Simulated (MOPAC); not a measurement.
MOPAC input (PM3):

```
PM3 PRECISE GNORM=0.05 LET XYZ UHF MS=0.5 GEO-OK AUX(PRECISION=9) THREADS=1
H4ClN2Si

N    -1.15219800 1   -1.14748000 1   -0.66820100 1
Si    0.04338000 1   -0.47373800 1    0.36402000 1
N     1.53867700 1   -1.08773700 1   -0.18910200 1
Cl   -0.24457200 1    1.60500400 1    0.19042000 1
H    -2.05339200 1   -0.70319400 1   -0.75287400 1
H    -1.21443200 1   -2.14983600 1   -0.76677300 1
H     2.37483300 1   -1.00053900 1    0.36519400 1
H     1.73804400 1   -1.15264300 1   -1.17785100 1
```

Output:

```
 *******************************************************************************
 **                                                                           **
 **                              MOPAC v23.2.5                                **
 **                                                                           **
 *******************************************************************************
 ** MOPAC's Digital Object Identifier: https://doi.org/10.5281/zenodo.6511958 **
 **                                                                           **
 ** Please cite the open-source release paper for use of this MOPAC version:  **
 ** J. E. Moussa and J. J. P. Stewart (2026)                                  **
 ** MOPAC: An open-source semiempirical molecular orbital program             **
 ** J. Open Source Softw., 11(119), 8025, https://doi.org/10.21105/joss.08025 **
 *******************************************************************************

                              PM3 CALCULATION RESULTS

 *******************************************************************************
 *  PM3        - The PM3 Hamiltonian to be used
 *  GEO-OK     - OVERRIDE INTERATOMIC DISTANCE AND OTHER SAFETY CHECKS
 *  UHF        - UNRESTRICTED HARTREE-FOCK CALCULATION
 *  MS=        - IN MECI, MAGNETIC COMPONENT OF SPIN =  0.5
 *  LET        - OVERRIDE SOME SAFETY CHECKS
 *  PRECISE    - TIGHTER CRITERIA TO BE USED
 *  XYZ        - CARTESIAN COORDINATE SYSTEM TO BE USED
 *  GNORM      - EXIT WHEN GRADIENT NORM DROPS BELOW 0.050
 *  AUX        - OUTPUT AUXILIARY INFORMATION
 *******************************************************************************
PM3 PRECISE GNORM=0.05 LET XYZ UHF MS=0.5 GEO-OK AUX(PRECISION=9) THREADS=1
 H4ClN2Si

   ATOM   CHEMICAL          X               Y               Z
  NUMBER   SYMBOL      (ANGSTROMS)     (ANGSTROMS)     (ANGSTROMS)

     1       N         -1.15219800  *  -1.14748000  *  -0.66820100  *
     2      Si          0.04338000  *  -0.47373800  *   0.36402000  *
     3       N          1.53867700  *  -1.08773700  *  -0.18910200  *
     4      Cl         -0.24457200  *   1.60500400  *   0.19042000  *
     5       H         -2.05339200  *  -0.70319400  *  -0.75287400  *
     6       H         -1.21443200  *  -2.14983600  *  -0.76677300  *
     7       H          2.37483300  *  -1.00053900  *   0.36519400  *
     8       H          1.73804400  *  -1.15264300  *  -1.17785100  *

          CARTESIAN COORDINATES

    NO.       ATOM           X           Y           Z

     1         N         -1.1522     -1.1475     -0.6682
     2        Si          0.0434     -0.4737      0.3640
     3         N          1.5387     -1.0877     -0.1891
     4        Cl         -0.2446      1.6050      0.1904
     5         H         -2.0534     -0.7032     -0.7529
     6         H         -1.2144     -2.1498     -0.7668
     7         H          2.3748     -1.0005      0.3652
     8         H          1.7380     -1.1526     -1.1779

  H: (PM3): J. J. P. STEWART, J. COMP. CHEM. 10, 209 (1989).
  N: (PM3): J. J. P. STEWART, J. COMP. CHEM. 10, 209 (1989).
 Si: (PM3): J. J. P. STEWART, J. COMP. CHEM. 10, 209 (1989).
 Cl: (PM3): J. J. P. STEWART, J. COMP. CHEM. 10, 209 (1989).

           Empirical Formula: H4 N2 Si Cl  =     8 atoms

      MOLECULAR POINT GROUP   :   C1

          UHF CALCULATION, NO. OF ALPHA ELECTRONS =   13
                           NO. OF BETA  ELECTRONS =   12

          Geometry optimization using EF

          DIAGONAL MATRIX USED AS START HESSIAN

 CYCLE:     1  GRAD.:    59.934 HEAT: -56.14879
 CYCLE:     2  GRAD.:   316.779 HEAT: -32.29760
 CYCLE:     3  GRAD.:    73.603 HEAT: -55.26669
 CYCLE:     4  GRAD.:   299.951 HEAT: -25.71713
 CYCLE:     5  GRAD.:   146.602 HEAT: -51.97141
 CYCLE:     6  GRAD.:   224.789 HEAT: -37.85067
 CYCLE:     7  GRAD.:   232.063 HEAT: -42.57810
 CYCLE:     8  GRAD.:   241.864 HEAT: -41.73145
 CYCLE:     9  GRAD.:   535.886 HEAT: -1.009228
 CYCLE:    10  GRAD.:   153.330 HEAT: -47.95529
 CYCLE:    11  GRAD.:   212.569 HEAT: -46.09442
 CYCLE:    12  GRAD.:    90.294 HEAT: -54.83384
 CYCLE:    13  GRAD.:   191.885 HEAT: -44.83420
 CYCLE:    14  GRAD.:    17.837 HEAT: -58.33202
 CYCLE:    15  GRAD.:     9.032 HEAT: -58.46349
 CYCLE:    16  GRAD.:     4.140 HEAT: -58.52566
 CYCLE:    17  GRAD.:     6.141 HEAT: -58.59295
 CYCLE:    18  GRAD.:     7.923 HEAT: -58.67123
 CYCLE:    19  GRAD.:     3.136 HEAT: -58.71407
 CYCLE:    20  GRAD.:     1.148 HEAT: -58.72537
 CYCLE:    21  GRAD.:     0.808 HEAT: -58.72930
 CYCLE:    22  GRAD.:     1.569 HEAT: -58.73699
 CYCLE:    23  GRAD.:     1.864 HEAT: -58.74333
 CYCLE:    24  GRAD.:     1.622 HEAT: -58.75041
 CYCLE:    25  GRAD.:     0.968 HEAT: -58.75398
 CYCLE:    26  GRAD.:     1.380 HEAT: -58.76137
 CYCLE:    27  GRAD.:     2.144 HEAT: -58.77066
 CYCLE:    28  GRAD.:     3.070 HEAT: -58.78513
 CYCLE:    29  GRAD.:     2.176 HEAT: -58.79629
 CYCLE:    30  GRAD.:     2.772 HEAT: -58.80695
 CYCLE:    31  GRAD.:     2.909 HEAT: -58.80860
 CYCLE:    32  GRAD.:     2.364 HEAT: -58.81577
 CYCLE:    33  GRAD.:     3.889 HEAT: -58.82411
 CYCLE:    34  GRAD.:     3.931 HEAT: -58.83871
 CYCLE:    35  GRAD.:    25.193 HEAT: -58.73286
 CYCLE:    36  GRAD.:    15.581 HEAT: -58.84663
 CYCLE:    37  GRAD.:     3.478 HEAT: -58.92944
 CYCLE:    38  GRAD.:     5.748 HEAT: -58.99024
 CYCLE:    39  GRAD.:    26.369 HEAT: -58.87181
 CYCLE:    40  GRAD.:     4.360 HEAT: -59.04597
 CYCLE:    41  GRAD.:     4.587 HEAT: -59.07425
 CYCLE:    42  GRAD.:    32.287 HEAT: -58.84198
 CYCLE:    43  GRAD.:     3.017 HEAT: -59.11501
 CYCLE:    44  GRAD.:     2.454 HEAT: -59.13629
 CYCLE:    45  GRAD.:    38.209 HEAT: -58.72221
 CYCLE:    46  GRAD.:     2.100 HEAT: -59.16111
 CYCLE:    47  GRAD.:     2.430 HEAT: -59.17976
 CYCLE:    48  GRAD.:   119.534 HEAT: -52.43531
 CYCLE:    49  GRAD.:    14.837 HEAT: -59.18315
 CYCLE:    50  GRAD.:    14.493 HEAT: -59.22657
 CYCLE:    51  GRAD.:     4.142 HEAT: -59.27252
 CYCLE:    52  GRAD.:     2.964 HEAT: -59.27979
 CYCLE:    53  GRAD.:     4.277 HEAT: -59.30838
 CYCLE:    54  GRAD.:    11.766 HEAT: -59.39930
 CYCLE:    55  GRAD.:    29.536 HEAT: -59.33307
 CYCLE:    56  GRAD.:     7.366 HEAT: -59.49790
 CYCLE:    57  GRAD.:     9.286 HEAT: -59.58473
 CYCLE:    58  GRAD.:    66.428 HEAT: -59.01737
 CYCLE:    59  GRAD.:    10.040 HEAT: -59.72456
 CYCLE:    60  GRAD.:    12.643 HEAT: -59.85516
 CYCLE:    61  GRAD.:    15.462 HEAT: -60.09050
 CYCLE:    62  GRAD.:   171.740 HEAT: -52.14268
 CYCLE:    63  GRAD.:    77.171 HEAT: -58.75896
 CYCLE:    64  GRAD.:   187.130 HEAT: -49.38570
 CYCLE:    65  GRAD.:   112.912 HEAT: -57.44003
 CYCLE:    66  GRAD.:   181.895 HEAT: -44.93052
 CYCLE:    67  GRAD.:    26.276 HEAT: -60.48669
 CYCLE:    68  GRAD.:    24.703 HEAT: -60.67149
 CYCLE:    69  GRAD.:     6.438 HEAT: -61.00024
 CYCLE:    70  GRAD.:     3.621 HEAT: -61.04603
 CYCLE:    71  GRAD.:     2.608 HEAT: -61.06948
 CYCLE:    72  GRAD.:     1.841 HEAT: -61.07604
 CYCLE:    73  GRAD.:     1.623 HEAT: -61.08156
 CYCLE:    74  GRAD.:     1.110 HEAT: -61.08424
 CYCLE:    75  GRAD.:     1.366 HEAT: -61.08945
 CYCLE:    76  GRAD.:     1.126 HEAT: -61.09237
 CYCLE:    77  GRAD.:     1.072 HEAT: -61.09470
 CYCLE:    78  GRAD.:     0.681 HEAT: -61.09628
 CYCLE:    79  GRAD.:     0.882 HEAT: -61.09755
 CYCLE:    80  GRAD.:     1.275 HEAT: -61.09973
 CYCLE:    81  GRAD.:     1.552 HEAT: -61.10227
 CYCLE:    82  GRAD.:     1.279 HEAT: -61.10549
 CYCLE:    83  GRAD.:     0.486 HEAT: -61.10705
 CYCLE:    84  GRAD.:     0.638 HEAT: -61.10763
 CYCLE:    85  GRAD.:     0.795 HEAT: -61.10886
 CYCLE:    86  GRAD.:     0.844 HEAT: -61.11086
 CYCLE:    87  GRAD.:     1.132 HEAT: -61.11420
 CYCLE:    88  GRAD.:     1.375 HEAT: -61.11589
 CYCLE:    89  GRAD.:     0.414 HEAT: -61.11745
 CYCLE:    90  GRAD.:     0.357 HEAT: -61.11766
 CYCLE:    91  GRAD.:     0.241 HEAT: -61.11773
 CYCLE:    92  GRAD.:     0.139 HEAT: -61.11776
 CYCLE:    93  GRAD.:     0.078 HEAT: -61.11777
 CYCLE:    94  GRAD.:     0.017 HEAT: -61.11777

     GRADIENT =  0.01713 IS LESS THAN CUTOFF =  0.05000

 -------------------------------------------------------------------------------
 PM3 PRECISE GNORM=0.05 LET XYZ UHF MS=0.5 GEO-OK AUX(PRECISION=9) THREADS=1
 H4ClN2Si

     GEOMETRY OPTIMISED USING EIGENVECTOR FOLLOWING (EF).
     SCF FIELD WAS ACHIEVED

                              PM3 CALCULATION
                                                       MOPAC v23.2.5 Linux

          FINAL HEAT OF FORMATION =        -61.11777 KCAL/MOL =    -255.71674 KJ/MOL

          COSMO AREA              =        118.03 SQUARE ANGSTROMS
          COSMO VOLUME            =        106.78 CUBIC ANGSTROMS

          GRADIENT NORM           =          0.01713          =       0.00606 PER ATOM
          IONIZATION POTENTIAL    =          7.248457 EV
          ALPHA SOMO LUMO (EV)    =         -7.248  0.196
          BETA  SOMO LUMO (EV)    =         -9.114 -1.194
          NO. OF ALPHA ELECTRONS  =         13
          NO. OF BETA  ELECTRONS  =         12
          MOLECULAR WEIGHT        =         95.5835         POINT GROUP:  Cs

          MOLECULAR DIMENSIONS (Angstroms)

            Atom       Atom       Distance
            H     7    H     5     4.57756
            H     8   Cl     4     3.67628
           Si     2    H     7     0.70315

          SCF CALCULATIONS        =         95

   ATOM   CHEMICAL          X               Y               Z
  NUMBER   SYMBOL      (ANGSTROMS)     (ANGSTROMS)     (ANGSTROMS)

     1       N         -1.24840413  *  -1.14464388  *  -0.74931747  *
     2      Si         -0.00211656  *  -0.52097752  *   0.31944859  *
     3       N          1.59451355  *  -0.91715654  *  -0.29559346  *
     4      Cl         -0.16214657  *   1.54387462  *   0.28716237  *
     5       H         -2.14104798  *  -0.69931060  *  -0.75722684  *
     6       H         -1.35940962  *  -2.13122619  *  -0.84679479  *
     7       H          2.36528472  *  -0.33841710  *  -0.03832759  *
     8       H          1.88202978  *  -1.87181401  *  -0.32906289  *

                             CARTESIAN COORDINATES

   1    N       -1.248404127    -1.144643876    -0.749317468
   2   Si       -0.002116558    -0.520977520     0.319448587
   3    N        1.594513546    -0.917156541    -0.295593461
   4   Cl       -0.162146575     1.543874616     0.287162371
   5    H       -2.141047983    -0.699310600    -0.757226838
   6    H       -1.359409624    -2.131226188    -0.846794792
   7    H        2.365284717    -0.338417097    -0.038327590
   8    H        1.882029784    -1.871814011    -0.329062889

           Empirical Formula: H4 N2 Si Cl  =     8 atoms

      MOLECULAR POINT GROUP   :   Cs

          ALPHA EIGENVALUES
 -54.80932 -28.55287 -28.16461 -16.18044 -15.52268 -15.41013 -13.39795 -12.18730
 -11.45742 -10.55735 -10.38214 -10.17297  -7.24846   0.19574   0.53334   0.54509
   4.17671   4.19636   5.14404   5.27863

           BETA EIGENVALUES
 -54.62983 -28.43785 -28.05433 -16.11728 -15.47063 -15.32612 -13.17502 -11.94127
 -10.86679 -10.56729  -9.76584  -9.11449  -1.19401   0.53179   0.83603   1.42703
   4.24782   4.25231   5.18156   5.33357

              NET ATOMIC CHARGES AND DIPOLE CONTRIBUTIONS

  ATOM NO.   TYPE          CHARGE      No. of ELECS.   s-Pop       p-Pop
    1          N          -0.171007        5.1710     1.40177     3.76923
    2         Si           0.452956        3.5470     1.33047     2.21657
    3          N          -0.171028        5.1710     1.40178     3.76925
    4         Cl          -0.322616        7.3226     1.97030     5.35232
    5          H           0.057765        0.9422     0.94223
    6          H           0.048081        0.9519     0.95192
    7          H           0.057763        0.9422     0.94224
    8          H           0.048085        0.9519     0.95191
 DIPOLE           X         Y         Z       TOTAL
 POINT-CHG.     0.145    -3.045     0.616     3.110
 HYBRID         0.137    -0.305    -0.702     0.778
 SUM            0.282    -3.350    -0.086     3.363

          ATOMIC ORBITAL ELECTRON POPULATIONS

     Atom    s        px        py        pz
    1  N   1.40177   1.15004   1.06144   1.55776
    2 Si   1.33047   0.75453   0.63728   0.82475
    3  N   1.40178   1.09128   1.04353   1.63444
    4 Cl   1.97030   1.95958   1.44542   1.94732
    5  H   0.94223
    6  H   0.95192
    7  H   0.94224
    8  H   0.95191

                    (SZ)    =    0.500000
                    (S**2)  =    0.781984

          ATOMIC ORBITAL SPIN POPULATIONS

    Atom   Total    s     px     py     pz
         Atomic
    1  N  0.2518 -0.013 -0.006  0.004  0.266
    2 Si  0.4736  0.226 -0.052  0.005  0.294
    3  N  0.2518 -0.013  0.024  0.007  0.233
    4 Cl  0.0571  0.001 -0.007  0.040  0.023
    5  H -0.0080 -0.008
    6  H -0.0092 -0.009
    7  H -0.0079 -0.008
    8  H -0.0092 -0.009

 **********************
 *                    *
 * JOB ENDED NORMALLY *
 *                    *
 **********************

 == MOPAC DONE ==
```

The geometry given is a B3LYP-D3(BJ)/def2-TZVP minimum.
